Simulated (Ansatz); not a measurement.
A run for Ansatz (a first-principles code): R-B3LYP-D3(BJ)/def2-TZVP on C3H4O (a complex).

Ansatz 0.2 input:
```yaml
crystal:
  periodic: [false, false, false]
  atoms:
    - {symbol: C, position_ang: [0.01619766, 0.75237689, -0.06668385]}
    - {symbol: C, position_ang: [-0.02927672, -0.52517224, 0.24557534]}
    - {symbol: H, position_ang: [0.38734333, 1.09545344, -1.01890731]}
    - {symbol: H, position_ang: [-0.31457158, 1.51999419, 0.61406514]}
    - {symbol: H, position_ang: [-0.39927727, -0.86884760, 1.20283348]}
    - {symbol: H, position_ang: [0.30516465, -1.29345726, -0.43214668]}
    - {symbol: C, position_ang: [-0.32315195, -0.78708110, 3.36146060]}
    - {symbol: O, position_ang: [0.30509661, 0.06870384, 3.74676227]}
basis:
  gaussian:
    orbitals: def2-TZVP
hamiltonian:
  xc: b3lyp
  dispersion: d3bj
relax: {f_tol: 0.004, max_steps: 120}
scf: {lower_state_search: off}
```

The log:

```
WARN ansatz: RAYON_NUM_THREADS=1 ignored (pool sized by the plan → 1); use --threads N
Functional definition: B3LYP
these checks for a lower state are left out or cut short: stability, starts, cluster_reference, orbital_swaps, neighbouring_geometries, increment
integrals: 0.05 GiB planned
867 factors; their error is unknown
mean field: 0.47 GiB planned
mean field evaluation 1: about -5216.2515 eV, gradient 6.1e1 eV
mean field evaluation 2: about -5208.0466 eV, gradient 8.9e1 eV
mean field evaluation 4: about -5224.0541 eV, gradient 4.5e0 eV
mean field evaluation 8: about -5224.0968 eV, gradient 1.3e-1 eV
mean field evaluation 16: about -5224.0923 eV, gradient 2.6e-4 eV
mean field -5224.09229421 eV, -191.9818507952 hartree, gradient 6.3e-6 eV, S^2 0.000000; 0 other end points of the search recorded, 0 dependent functions left out
the calculation of the forces begins
reference -5224.09253754 eV, -191.9818597374 hartree; 15, 15 occupied and 133, 133 virtual orbitals, 867 factors
relax step   1: F+E_penalty+E_count = -5224.28317822 eV  Δ(F+E_penalty+E_count) = +0.000e0 eV  max|allowed force component| = 4.994e-1 eV/Å  Δτ_max = 0.0000 Å  (16 SCF iters, accepted)
these checks for a lower state are left out or cut short: stability, starts, cluster_reference, orbital_swaps, neighbouring_geometries, increment
integrals: 0.05 GiB planned
867 factors; their error is unknown
mean field: 0.46 GiB planned
mean field -5224.15339395 eV, -191.9840961691 hartree, gradient 1.9e-6 eV, S^2 0.000000; 0 other end points of the search recorded, 0 dependent functions left out
the calculation of the forces begins
reference -5224.15364087 eV, -191.9841052434 hartree; 15, 15 occupied and 133, 133 virtual orbitals, 867 factors
relax step   2: F+E_penalty+E_count = -5224.33449535 eV  Δ(F+E_penalty+E_count) = -5.132e-2 eV  max|allowed force component| = 1.122e0 eV/Å  Δτ_max = 0.1969 Å  (26 SCF iters, accepted)
these checks for a lower state are left out or cut short: stability, starts, cluster_reference, orbital_swaps, neighbouring_geometries, increment
integrals: 0.04 GiB planned
867 factors; their error is unknown
mean field: 0.45 GiB planned
mean field evaluation 32: about -5224.1920 eV, gradient 4.6e-3 eV
mean field -5224.19200418 eV, -191.9855150689 hartree, gradient 2.0e-6 eV, S^2 0.000000; 0 other end points of the search recorded, 0 dependent functions left out
the calculation of the forces begins
reference -5224.19225582 eV, -191.9855243167 hartree; 15, 15 occupied and 133, 133 virtual orbitals, 867 factors
relax step   3: F+E_penalty+E_count = -5224.36168286 eV  Δ(F+E_penalty+E_count) = -2.719e-2 eV  max|allowed force component| = 5.818e-1 eV/Å  Δτ_max = 0.1939 Å  (20 SCF iters, accepted)
these checks for a lower state are left out or cut short: stability, starts, cluster_reference, orbital_swaps, neighbouring_geometries, increment
integrals: 0.04 GiB planned
867 factors; their error is unknown
mean field: 0.45 GiB planned
mean field -5224.19946851 eV, -191.9857893782 hartree, gradient 1.3e-6 eV, S^2 0.000000; 0 other end points of the search recorded, 0 dependent functions left out
the calculation of the forces begins
reference -5224.19972234 eV, -191.9857987062 hartree; 15, 15 occupied and 133, 133 virtual orbitals, 867 factors
relax step   4: F+E_penalty+E_count = -5224.36591653 eV  Δ(F+E_penalty+E_count) = -4.234e-3 eV  max|allowed force component| = 3.630e-1 eV/Å  Δτ_max = 0.1136 Å  (20 SCF iters, accepted)
these checks for a lower state are left out or cut short: stability, starts, cluster_reference, orbital_swaps, neighbouring_geometries, increment
integrals: 0.04 GiB planned
867 factors; their error is unknown
mean field: 0.45 GiB planned
mean field -5224.20004114 eV, -191.9858104220 hartree, gradient 1.5e-6 eV, S^2 0.000000; 0 other end points of the search recorded, 0 dependent functions left out
the calculation of the forces begins
reference -5224.20029473 eV, -191.9858197413 hartree; 15, 15 occupied and 133, 133 virtual orbitals, 867 factors
relax step   5: F+E_penalty+E_count = -5224.36711844 eV  Δ(F+E_penalty+E_count) = -1.202e-3 eV  max|allowed force component| = 1.284e-1 eV/Å  Δτ_max = 0.0299 Å  (21 SCF iters, accepted)
these checks for a lower state are left out or cut short: stability, starts, cluster_reference, orbital_swaps, neighbouring_geometries, increment
integrals: 0.04 GiB planned
867 factors; their error is unknown
mean field: 0.45 GiB planned
mean field -5224.19686396 eV, -191.9856
[...]
 F+E_penalty+E_count = -5224.37787434 eV  Δ(F+E_penalty+E_count) = -1.222e-4 eV  max|allowed force component| = 9.526e-2 eV/Å  Δτ_max = 0.0179 Å  (20 SCF iters, accepted)
these checks for a lower state are left out or cut short: stability, starts, cluster_reference, orbital_swaps, neighbouring_geometries, increment
integrals: 0.04 GiB planned
867 factors; their error is unknown
mean field: 0.46 GiB planned
mean field evaluation 256: about -5224.2009 eV, gradient 4.0e-1 eV
mean field -5224.20118292 eV, -191.9858523815 hartree, gradient 2.0e-6 eV, S^2 0.000000; 0 other end points of the search recorded, 0 dependent functions left out
the calculation of the forces begins
reference -5224.20143549 eV, -191.9858616635 hartree; 15, 15 occupied and 133, 133 virtual orbitals, 867 factors
relax step  35: F+E_penalty+E_count = -5224.37795251 eV  Δ(F+E_penalty+E_count) = -7.817e-5 eV  max|allowed force component| = 1.297e-1 eV/Å  Δτ_max = 0.0275 Å  (20 SCF iters, accepted)
these checks for a lower state are left out or cut short: stability, starts, cluster_reference, orbital_swaps, neighbouring_geometries, increment
integrals: 0.04 GiB planned
867 factors; their error is unknown
mean field: 0.46 GiB planned
mean field -5224.20119940 eV, -191.9858529872 hartree, gradient 2.7e-6 eV, S^2 0.000000; 0 other end points of the search recorded, 0 dependent functions left out
the calculation of the forces begins
reference -5224.20145199 eV, -191.9858622697 hartree; 15, 15 occupied and 133, 133 virtual orbitals, 867 factors
relax step  36: F+E_penalty+E_count = -5224.37797532 eV  Δ(F+E_penalty+E_count) = -2.281e-5 eV  max|allowed force component| = 4.597e-2 eV/Å  Δτ_max = 0.0126 Å  (20 SCF iters, accepted)
these checks for a lower state are left out or cut short: stability, starts, cluster_reference, orbital_swaps, neighbouring_geometries, increment
integrals: 0.04 GiB planned
867 factors; their error is unknown
mean field: 0.46 GiB planned
mean field -5224.20120708 eV, -191.9858532693 hartree, gradient 1.7e-6 eV, S^2 0.000000; 0 other end points of the search recorded, 0 dependent functions left out
the calculation of the forces begins
reference -5224.20145944 eV, -191.9858625435 hartree; 15, 15 occupied and 133, 133 virtual orbitals, 867 factors
relax step  37: F+E_penalty+E_count = -5224.37821731 eV  Δ(F+E_penalty+E_count) = -2.420e-4 eV  max|allowed force component| = 5.568e-3 eV/Å  Δτ_max = 0.0208 Å  (20 SCF iters, accepted)
these checks for a lower state are left out or cut short: stability, starts, cluster_reference, orbital_swaps, neighbouring_geometries, increment
integrals: 0.04 GiB planned
867 factors; their error is unknown
mean field: 0.46 GiB planned
mean field -5224.20088810 eV, -191.9858415472 hartree, gradient 2.1e-6 eV, S^2 0.000000; 0 other end points of the search recorded, 0 dependent functions left out
the calculation of the forces begins
reference -5224.20114025 eV, -191.9858508135 hartree; 15, 15 occupied and 133, 133 virtual orbitals, 867 factors
relax step  38: F+E_penalty+E_count = -5224.37821862 eV  Δ(F+E_penalty+E_count) = -1.316e-6 eV  max|allowed force component| = 1.495e-1 eV/Å  Δτ_max = 0.0337 Å  (20 SCF iters, accepted)
these checks for a lower state are left out or cut short: stability, starts, cluster_reference, orbital_swaps, neighbouring_geometries, increment
integrals: 0.04 GiB planned
867 factors; their error is unknown
mean field: 0.46 GiB planned
mean field evaluation 288: about -5224.2014 eV, gradient 9.8e-7 eV
mean field -5224.20138461 eV, -191.9858597937 hartree, gradient 9.8e-7 eV, S^2 0.000000; 0 other end points of the search recorded, 0 dependent functions left out
the calculation of the forces begins
reference -5224.20163684 eV, -191.9858690627 hartree; 15, 15 occupied and 133, 133 virtual orbitals, 867 factors
relax step  39: F+E_penalty+E_count = -5224.37837120 eV  Δ(F+E_penalty+E_count) = -1.526e-4 eV  max|allowed force component| = 6.491e-2 eV/Å  Δτ_max = 0.0111 Å  (21 SCF iters, accepted)
these checks for a lower state are left out or cut short: stability, starts, cluster_reference, orbital_swaps, neighbouring_geometries, increment
integrals: 0.04 GiB planned
867 factors; their error is unknown
mean field: 0.46 GiB planned
mean field -5224.20134800 eV, -191.9858584481 hartree, gradient 1.9e-6 eV, S^2 0.000000; 0 other end points of the search recorded, 0 dependent functions left out
the calculation of the forces begins
reference -5224.20160011 eV, -191.9858677131 hartree; 15, 15 occupied and 133, 133 virtual orbitals, 867 factors
relax step  40: F+E_penalty+E_count = -5224.37844109 eV  Δ(F+E_penalty+E_count) = -6.990e-5 eV  max|allowed force component| = 1.444e-3 eV/Å  Δτ_max = 0.0129 Å  (21 SCF iters, accepted)
these checks for a lower state are left out or cut short: stability, starts, cluster_reference, orbital_swaps, neighbouring_geometries, increment
integrals: 0.04 GiB planned
867 factors; their error is unknown
mean field: 0.46 GiB planned
mean field -5224.20125841 eV, -191.9858551558 hartree, gradient 2.1e-6 eV, S^2 0.000000; 0 other end points of the search recorded, 0 dependent functions left out
the calculation of the forces begins
reference -5224.20151024 eV, -191.9858644102 hartree; 15, 15 occupied and 133, 133 virtual orbitals, 867 factors
relax step  41: F+E_penalty+E_count = -5224.37846228 eV  Δ(F+E_penalty+E_count) = -2.118e-5 eV  max|allowed force component| = 1.196e-1 eV/Å  Δτ_max = 0.0356 Å  (20 SCF iters, accepted)
these checks for a lower state are left out or cut short: stability, starts, cluster_reference, orbital_swaps, neighbouring_geometries, increment
integrals: 0.04 GiB planned
867 factors; their error is unknown
mean field: 0.46 GiB planned
mean field -5224.20132147 eV, -191.9858574733 hartree, gradient 1.9e-6 eV, S^2 0.000000; 0 other end points of the search recorded, 0 dependent functions left out
the calculation of the forces begins
reference -5224.20157330 eV, -191.9858667277 hartree; 15, 15 occupied and 133, 133 virtual orbitals, 867 factors
relax step  42: F+E_penalty+E_count = -5224.37853746 eV  Δ(F+E_penalty+E_count) = -7.518e-5 eV  max|allowed force component| = 3.450e-2 eV/Å  Δτ_max = 0.0033 Å  (21 SCF iters, accepted)
these checks for a lower state are left out or cut short: stability, starts, cluster_reference, orbital_swaps, neighbouring_geometries, increment
integrals: 0.04 GiB planned
867 factors; their error is unknown
mean field: 0.46 GiB planned
mean field -5224.20131272 eV, -191.9858571515 hartree, gradient 1.8e-6 eV, S^2 0.000000; 0 other end points of the search recorded, 0 dependent functions left out
the calculation of the forces begins
reference -5224.20156446 eV, -191.9858664030 hartree; 15, 15 occupied and 133, 133 virtual orbitals, 867 factors
relax step  43: F+E_penalty+E_count = -5224.37856050 eV  Δ(F+E_penalty+E_count) = -2.304e-5 eV  max|allowed force component| = 7.970e-4 eV/Å  Δτ_max = 0.0084 Å  (21 SCF iters, accepted)
Total energy: -5224.37881224 eV, -191.9923801388 hartree
Atom 0 at    -0.032255     0.667554     0.036657 Å, force    -0.000124     0.000032     0.000004 eV/Å
Atom 1 at    -0.078137    -0.655849     0.003352 Å, force    -0.000103     0.000162    -0.000077 eV/Å
Atom 2 at     0.583708     1.234667    -0.650751 Å, force     0.000146     0.000036     0.000026 eV/Å
Atom 3 at    -0.611799     1.237592     0.752712 Å, force    -0.000472     0.000057    -0.000392 eV/Å
Atom 4 at    -0.696553    -1.219541     0.691251 Å, force    -0.000005     0.000023     0.000246 eV/Å
Atom 5 at     0.498406    -1.228460    -0.713102 Å, force     0.000331    -0.000092     0.000304 eV/Å
Atom 6 at    -0.360551    -0.073494     3.516781 Å, force    -0.000089     0.000578    -0.000090 eV/Å
Atom 7 at     0.644706    -0.000499     4.016058 Å, force     0.000316    -0.000797    -0.000020 eV/Å
Dipole moment:     0.020552     0.000325    -0.008026 e Å
Checks for a lower state left out: stability, starts, cluster_reference, orbital_swaps, neighbouring_geometries, increment
```

The run converged.

Cost: around 80 core-seconds (rough).
